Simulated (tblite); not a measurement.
C₅H₆BF₂N.
Atom-mapped SMILES: `[BH3-:1][N+:2]#[C:3][C@@:4]([F:5])([C:6]#[CH:7])[CH2:8][F:9]` (hydrogens: H10, H11, H12 on B1; H13 on C7; H14, H15 on C8)
Bond orders are those of one Lewis drawing.

Computed with GFN2-xTB (tblite), gas phase: nudged elastic band of 9 images (0 to 8), spring 0.2 eV/Å², climbing image at the end, force threshold 0.05 eV/Å. No saddle search or frequency run followed, so the top image need not be a first-order saddle, and its height can exceed the method's true barrier by a kcal/mol or more.

The band describes a rotation about C4–C8 (sp3 C–F carbon, sp3 C–F carbon), followed by the dihedral C6–C4–C8–F9, from the optimised start (168°) to a second optimised geometry at -45°.

**Question.** How does the energy change from image to image?

**Answer.** 
```
image  dihedral (°)  E (kcal/mol)  C4–C8 (Å)  C6···F9 (Å)  largest true force (eV/Å)
    0           168          0.00      1.545         3.65                       0.01
    1          -173          0.61      1.547         3.65                       0.05
    2          -155          2.02      1.555         3.61                       0.07
    3          -137          3.47      1.564         3.53                       0.06
    4          -118          4.08      1.568         3.41                       0.03
    5          -100          3.45      1.563         3.25                       0.06
    6           -82          2.08      1.555         3.07                       0.07
    7           -64          0.84      1.548         2.90                       0.05
    8           -45          0.32      1.547         2.76                       0.01
```

Barriers of this band. The top is image 4 at -118°: 4.08 kcal/mol forward and 3.76 kcal/mol back; the end lies 0.32 kcal/mol above the start. The central bond is 0.023 Å longer at the top than at the start.

**Question.** What rate follows at 250 K for crossing this barrier forward?

**Answer.** Taking the electronic barrier for the free energy of activation (no zero-point or entropy terms, transmission 1), rate = (kT/h)·exp(−ΔE/kT) ≈ 1 × 10^9 s⁻¹, whose inverse is 7 × 10^-10 s. An error of 1 kcal/mol in the barrier changes this by a factor of 7, and the method and the loose band can each miss by that much or more.

**Question.** How would the two end points share their population at 250 K, from these energies alone?

**Answer.** exp(−ΔE/kT) with ΔE = 0.014 eV gives 0.52 for the higher one (end) against 1 for the lower, without vibrational, rotational or degeneracy terms. GFN2-xTB can put conformers this close in the wrong order.

**Question.** How long is the path, and how are the images spaced?

**Answer.** Cartesian distances between aligned neighbours (all atoms, Å): 0.65, 0.60, 0.59, 0.59, 0.59, 0.58, 0.59, 0.61; the sum is 4.81 Å, and the top lies 51 % of the way along.

What follows is the cost of the whole band run. Cost: about 10 s of CPU time on one thread; the machine was shared, so the figure is rough.
